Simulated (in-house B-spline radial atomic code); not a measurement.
Results of a calculation; reference values are marked as such.
# Correlation energy from the adiabatic connection: −Z exp(−kr)/r, Z = 3.81, k = 0.36

Two electrons in a singlet, external potential −Z exp(−kr)/r, Z = 3.81, k = 0.36 (atomic units). Full CI in B-splines (partial waves to l = 8, correlation up to 0.6 % small) with the density held fixed gives W(λ) = <V_ee>_λ − U, and E_c is the integral of W(λ) − W(0) from 0 to 1.

| λ | W(λ) − W(0) (hartree) |
| --- | --- |
| 0 | 0.00000 |
| 0.02 | -0.00188 |
| 0.05 | -0.00470 |
| 0.12 | -0.01118 |
| 0.25 | -0.02298 |
| 0.4 | -0.03620 |
| 0.6 | -0.05320 |
| 0.8 | -0.06953 |
| 1 | -0.08521 |

(1) Integrate the table by the trapezoid rule.

(2) Now use only three numbers: W(0) = -2.1365, the initial slope W'(0) = -0.09442 (extrapolated from the first points) and the strong-coupling limit of the point-charge-plus-continuum model, W∞ = -3.0396. What do second-order theory and the interpolation W(λ) = W∞ + (W(0) − W∞)/√(1 + 2χλ) of Seidl, Perdew and Levy give?

Answers

(1) The strips give -0.00002, -0.00010, -0.00056, -0.00222, -0.00444, -0.00894, -0.01227, -0.01547, which sum to -0.04402 hartree. The direct value, W(1) − W(0) + T_c with T_c = 0.04115, is -0.04406; the curve is convex, so chords lie above it and the trapezoids fall short in size by 0.10 %.

(2) Second order keeps the slope alone: E_c = W'(0)/2 = -0.04721, +7 % in size against -0.04406. Matching the slope fixes χ = W'(0)/(W∞ − W(0)) = -0.09442/(-0.90310) = 0.10455. Integrating, with s = √(1 + 2χ) = 1.099592, E_c = −(W(0) − W∞)(s − 1)/(s + 1) = −0.90310 × 0.099592/2.099592 = -0.04284 hartree, -2.8 % in size against the full result. At λ = 1 the formula gives W − W(0) = -0.08180 against -0.08521. Part of the miss can come from the model's W∞.
